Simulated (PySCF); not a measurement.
# `C[Si](C)(C)S[Si](C)(C)C`: 4 charge schemes on one density

Compound: C6H18SSi2.
Structure used (PBE0-D3(BJ)/def2-SVP), in Å, numbered top down from 1:
```
atom  x, y, z in Å
C1     1.6923   -0.4001   -1.4946
Si2    1.7226   -0.0033    0.3427
C3     1.8869    1.8489    0.6091
C4     3.1623   -0.8831    1.1622
S5    -0.0186   -0.7729    1.3692
Si6   -1.7320   -0.2730    0.1470
C7    -3.1954   -0.4483    1.3079
C8    -1.8997   -1.4906   -1.2736
C9    -1.6543    1.4872   -0.5082
H10    1.5768   -1.4822   -1.6589
H11    2.6403   -0.0815   -1.9584
H12    0.8745    0.1162   -2.0196
H13    1.0607    2.4070    0.1451
H14    2.8325    2.2162    0.1774
H15    1.8873    2.0791    1.6856
H16    4.1184   -0.5335    0.7397
H17    3.0959   -1.9718    1.0145
H18    3.1763   -0.6873    2.2455
H19   -4.1380   -0.2528    0.7709
H20   -3.2466   -1.4641    1.7292
H21   -3.1200    0.2630    2.1445
H22   -1.0593   -1.4144   -1.9790
H23   -2.8327   -1.3074   -1.8317
H24   -1.9245   -2.5217   -0.8890
H25   -0.8262    1.6362   -1.2172
H26   -1.5365    2.2075    0.3157
H27   -2.5925    1.7230   -1.0372
```

Density: PBE0/pcSseg-1 (PySCF); schemes: Mulliken, IAO, Hirshfeld and ESP-fitted. Geometry: PBE0-D3(BJ)/def2-SVP; no solvent, vibrations or thermal averaging.

Task: Atoms with like bonding are taken together and averaged. Which atoms carry the lowest charge in the Mulliken, IAO, Hirshfeld and ESP-fitted schemes?

Result: All schemes agree: Mulliken C1 (×6) (-0.612); IAO C1 (×6) (-0.717); Hirshfeld C1 (×6) (-0.216); ESP-fitted C1 (×6) (-0.764).

Task: Do the Mulliken, IAO, Hirshfeld and ESP-fitted schemes agree on where the charge is highest?

Result: All schemes agree: Mulliken Si2/Si6 (+0.801); IAO Si2/Si6 (+1.022); Hirshfeld Si2/Si6 (+0.380); ESP-fitted Si2/Si6 (+1.027).

Task: For which atoms does the sign change between the 4 schemes (beyond +0.03 e in one, beyond −0.03 e in another)?

Result: For none.

Task: What partial charge does each atom carry?

Result: In e; atoms taken as equivalent share a row and are averaged (×n: the atom named and its like, n in all):

```csv
atom,environment,Mulliken,IAO,Hirshfeld,ESP-fitted
C1 (×6),Si-methyl carbon,-0.612,-0.717,-0.216,-0.764
Si2/Si6,four-coordinate silicon,+0.801,+1.022,+0.380,+1.027
S5,sulfur bonded to 2 Si,-0.551,-0.478,-0.201,-0.615
H10 (×18),methyl hydrogen,+0.146,+0.152,+0.041,+0.175
```

Mean size of the charges over all atoms: ESP-fitted 0.385 e, IAO 0.354 e, Mulliken 0.313 e, Hirshfeld 0.111 e. Each set sums to the total charge, 0, to within 0.001 e. The Hirshfeld scheme divides the density at each point in proportion to the densities of the neutral, spherically averaged free atoms.

Some averages cover members that differ in this geometry: C1 (×6), ESP-fitted -0.848 to -0.642; H10 (×18), ESP-fitted +0.135 to +0.199; C1 (×6), Mulliken -0.626 to -0.597 e.

Task: Sum the charges by element, for elements with more than one atom.

Result: 
| element | atoms | Mulliken | IAO | Hirshfeld | ESP-fitted |
| --- | --- | --- | --- | --- | --- |
| C | 6 | -3.675 | -4.301 | -1.298 | -4.581 |
| Si | 2 | +1.602 | +2.044 | +0.760 | +2.054 |
| H | 18 | +2.624 | +2.736 | +0.740 | +3.142 |

Task: How many electrons does the Mulliken scheme count on C1?

Result: Its own charge is -0.625 e, so Z − q = 6.625.

The run behind these numbers computed NMR shieldings as well. Hardware: an Arm Neoverse V2 with one thread, no GPU, on a shared host. Cost: 66 s of wall time.
